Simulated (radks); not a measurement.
Values are calculated unless marked as measured or tabulated.
Mn+, configuration [Ar] 3d5 5s1 (not the ground configuration). Code: a radial shooting solver on a logarithmic mesh with Libxc functionals. Model: Dirac Kohn-Sham, BP86, spin-unpolarised, spherical densities, point nucleus; open shells are shared between the two j in proportion to 2j + 1.

Spin-orbit splittings of the eigenvalues, e(l+1/2) - e(l-1/2), with zeta = 2 splitting/(2l+1) and mean radii in bohr:

\begin{tabular}{lrrrrr}
shell & occ. & splitting (eV) & zeta (eV) & <r> j=l-1/2 & <r> j=l+1/2 \\ \hline
2p & 6 & 10.44 & 6.959 & 0.2450 & 0.2480 \\
3p & 6 & 1.269 & 0.8457 & 0.8986 & 0.9076 \\
3d & 5 & 0.1233 & 0.04931 & 1.148 & 1.152 \\
4p & 0 & 0.09379 & 0.06253 & 3.349 & 3.384 \\
\end{tabular}
